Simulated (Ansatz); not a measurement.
Ansatz (a quantum-chemistry and plane-wave program) input:

Ansatz 0.2 input:
```yaml
crystal:
  periodic: [false, false, false]
  atoms:
    - {symbol: Al, position_ang: [-0.39477180, -0.54907430, -0.26729586]}
    - {symbol: C, position_ang: [0.64014884, 0.89036065, 0.43343808]}
    - {symbol: H, position_ang: [0.45300292, 0.99825514, 1.50513264]}
    - {symbol: H, position_ang: [0.37166754, 1.82323757, -0.06940631]}
    - {symbol: H, position_ang: [1.70458499, 0.69636029, 0.27680607]}
    - {symbol: H, position_ang: [-1.23811508, -1.72205100, -0.83831477]}
basis:
  gaussian:
    orbitals: def2-TZVPD
hamiltonian:
  xc: {name: B3LYP}
total_charge: 1
output: {forces: true}
```

Question: Predict the final energy.

Answer: -282.69392 Eh (B3LYP/def2-TZVPD). The basis has 116 functions.

It need not be the lowest isomer of its formula.
